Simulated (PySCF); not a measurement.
C3HF4, SMILES F/C=[C]/C(F)(F)F, multiplicity 2.

Coordinates come from a B3LYP-D3(BJ)/def2-SVP optimisation. The isomer is the one that the SMILES or the coordinates give; other isomers of the formula were not compared.

Two levels are set side by side: PBE/def2-TZVP (PySCF) and PBE0/def2-TZVP (PySCF). Same geometry, gas phase. Differences are taken from unrounded values.

```csv
quantity,PBE
α-spin orbital gap (eV),5.36
β-spin orbital gap (eV),2.37
dipole moment (D),1.36
mean polarisability (bohr³),39.8
```

Question: These are the PBE values. What does PBE0 give? (An estimate is asked for; the answer gives what the named calculation found.)

Answer: 
```tsv
quantity	PBE0	PBE minus PBE0
α-spin orbital gap (eV)	8.04	-2.68
β-spin orbital gap (eV)	4.96	-2.59
dipole moment (D)	1.40	-0.04
mean polarisability (bohr³)	37.7	2.1
```

PBE's more diffuse valence density responds more strongly to a field. Differences between two approximate levels are no errors against the true value.

Rough cost on one machine, each run with all the roots and properties that it gave: PBE0 against PBE within a factor of 2.
